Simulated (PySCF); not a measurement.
Species: C8H6BrFO2.
Cartesian coordinates in Å at the PBE0-D3(BJ)/def2-SVP level; atoms count from 1:
```xyz
18
C8H6BrFO2 angstrom
C      2.7841    0.8958   -0.2474
O      2.2272   -0.3913   -0.2189
C      0.8905   -0.5175   -0.2505
C      0.3807   -1.8236   -0.2248
C     -0.9854   -2.0416   -0.2552
C     -1.8873   -0.9726   -0.3116
Br    -3.7145   -1.4127   -0.3458
C     -1.3911    0.3415   -0.3371
C     -2.2736    1.5310   -0.3991
O     -3.4547    1.5833   -0.4427
F     -1.5561    2.6741   -0.4043
C     -0.0004    0.5512   -0.3057
H      2.5133    1.4375   -1.1705
H      3.8730    0.7667   -0.2179
H      2.4703    1.4958    0.6244
H      1.0827   -2.6584   -0.1808
H     -1.3755   -3.0604   -0.2347
H      0.3578    1.5776   -0.3257
```

Level of theory: PySCF, PBE0-D3(BJ)/def2-SVP geometry optimisation, gas phase.

Masses are those of the commonest isotopes; rigid-rotor values at the optimised geometry. The values belong to one conformer with, in the numbering `[CH3:1][O:2][c:3]1[cH:4][cH:5][c:6]([Br:7])[c:8]([C:9](=[O:10])[F:11])[cH:12]1`, C1–O2–C3–C4 180°, C6–C8–C9–O10 0°.

Give the principal moments of inertia and the rotational constants in MHz.

Ia = 453.20, Ib = 1150.52, Ic = 1600.47 u·Å²; 505379 MHz·u·Å²/I gives A = 1115, B = 439.3, C = 315.8 MHz.

What kind of rotor is it?

An asymmetric top: κ = (2 × 439.3 − 1115 − 315.8)/(1115 − 315.8) = -0.69.

Is it planar, by Δ = Ic − Ia − Ib?

Not planar: Δ = Ic − Ia − Ib = -3.26 u·Å². For a rigid frame Δ = −2 Σ m c², so Σ m c² = 1.63 u·Å² lies off the ab plane, practically all of it from hydrogen. The atom farthest from that plane is 0.90 Å away.

Give the other two planar moments, Paa and Pbb, and the rms extents of the mass along the axes.

Paa = Σ m a² = (Ib + Ic − Ia)/2 = 1148.89 and Pbb = Σ m b² = (Ia + Ic − Ib)/2 = 451.57 u·Å². With the mass M = 231.95 u, the rms extents √(P/M) along a, b and c are 2.23, 1.40, 0.08 Å.

Where do the levels up to J = 4 lie, in MHz?

Above 0(0,0):
J = 1: 1(0,1) 755, 1(1,1) 1431, 1(1,0) 1554
J = 2: 2(0,2) 2250, 2(1,2) 2817, 2(1,1) 3188, 2(2,1) 5216, 2(2,0) 5231
J = 3: 3(0,3) 4455, 3(1,3) 4888, 3(1,2) 5628, 3(2,2) 7481, 3(2,1) 7556, 3(3,1) 11178, 3(3,0) 11179
J = 4: 4(0,4) 7333, 4(1,4) 7634, 4(1,3) 8860, 4(2,3) 10489, 4(2,2) 10706, 4(3,2) 14225, 4(3,1) 14234, 4(4,1) 19364, 4(4,0) 19364
The levels of one J sum to (2J + 1)J(J + 1)(A + B + C)/3.

Which lines would a microwave search look for?

The dipole components are |μa| = 3.94 D, |μb| = 1.84 D, |μc| = 0.00 D; the mirror of this Cs structure is the ab plane, so μc vanishes by symmetry and there are no c-type lines. The squared components, which scale the intensities, stand as 1.00 : 0.22 (a : b). Some lines, for components of 0.1 D or more:

```json
{"type": "a", "branch": "Q", "J(Ka,Kc)": "2(1,1) ← 2(1,2)", "MHz": "370", "lower level (cm⁻¹)": "0.094"}
{"type": "a", "branch": "R", "J(Ka,Kc)": "1(0,1) ← 0(0,0)", "MHz": "755", "lower level (cm⁻¹)": "0.000"}
{"type": "b", "branch": "Q", "J(Ka,Kc)": "1(1,0) ← 1(0,1)", "MHz": "799", "lower level (cm⁻¹)": "0.025"}
{"type": "b", "branch": "R", "J(Ka,Kc)": "2(0,2) ← 1(1,1)", "MHz": "819", "lower level (cm⁻¹)": "0.048"}
{"type": "b", "branch": "Q", "J(Ka,Kc)": "2(1,1) ← 2(0,2)", "MHz": "938", "lower level (cm⁻¹)": "0.075"}
{"type": "a", "branch": "R", "J(Ka,Kc)": "2(1,2) ← 1(1,1)", "MHz": "1387", "lower level (cm⁻¹)": "0.048"}
{"type": "b", "branch": "R", "J(Ka,Kc)": "1(1,1) ← 0(0,0)", "MHz": "1431", "lower level (cm⁻¹)": "0.000"}
{"type": "a", "branch": "R", "J(Ka,Kc)": "2(0,2) ← 1(0,1)", "MHz": "1495", "lower level (cm⁻¹)": "0.025"}
{"type": "a", "branch": "R", "J(Ka,Kc)": "2(1,1) ← 1(1,0)", "MHz": "1634", "lower level (cm⁻¹)": "0.052"}
{"type": "b", "branch": "Q", "J(Ka,Kc)": "2(2,0) ← 2(1,1)", "MHz": "2043", "lower level (cm⁻¹)": "0.106"}
{"type": "b", "branch": "R", "J(Ka,Kc)": "2(1,2) ← 1(0,1)", "MHz": "2062", "lower level (cm⁻¹)": "0.025"}
{"type": "b", "branch": "Q", "J(Ka,Kc)": "2(2,1) ← 2(1,2)", "MHz": "2398", "lower level (cm⁻¹)": "0.094"}
{"type": "b", "branch": "R", "J(Ka,Kc)": "2(2,1) ← 1(1,0)", "MHz": "3661", "lower level (cm⁻¹)": "0.052"}
{"type": "b", "branch": "R", "J(Ka,Kc)": "2(2,0) ← 1(1,1)", "MHz": "3800", "lower level (cm⁻¹)": "0.048"}
```

Estimate the classical rotational partition function at 10 K, 298.15 K and 500 K.

Point group Cs, symmetry number σ = 1; q = (√π/σ)·√((kT/h)³/(ABC)), k/h = 20836.6 MHz/K: 13600 at 10 K, 2210000 at 298.15 K, 4790000 at 500 K.

No frequency check. Zero-point vibration and centrifugal distortion are left out. A rigid rotor knows nothing of internal rotation, which can split or shift real lines. Quadrupole hyperfine structure (79Br) is left out.
